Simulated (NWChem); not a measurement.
System: HfH₄S₂; SMILES [SH][HfH2][SH]

```xyz
7

Hf    -0.4037     0.0022     0.0088
H     -1.5182     0.0453     1.4722
H     -1.4411    -0.0368    -1.5134
S      0.9458    -2.0088     0.0419
H      0.4382    -2.2548    -1.1974
S      0.8984     2.0524    -0.0013
H      2.0794     1.3892    -0.0461
```
Atoms are numbered in this order, from 1.

Results from NWChem. Geometry: optimised at PBE0/def2-SVP. No frequency run checked for a minimum. def2 effective core potentials on Hf; no spin-orbit coupling. Ions are spin-unrestricted doublets at the neutral geometry; other ion states weren't tried.

For level PBE/def2-SVP:

```
Property                               Result
-------------------------------------  ------
vertical ionisation energy, ΔSCF (eV)    9.45
−ε(HOMO) (eV)                            6.81
```

### Question
Estimate the same quantities for level B3LYP/def2-SVP.

### Answer
The vertical ionisation energy, ΔSCF (eV) is 9.82 and the −ε(HOMO) (eV) comes out as 7.76.
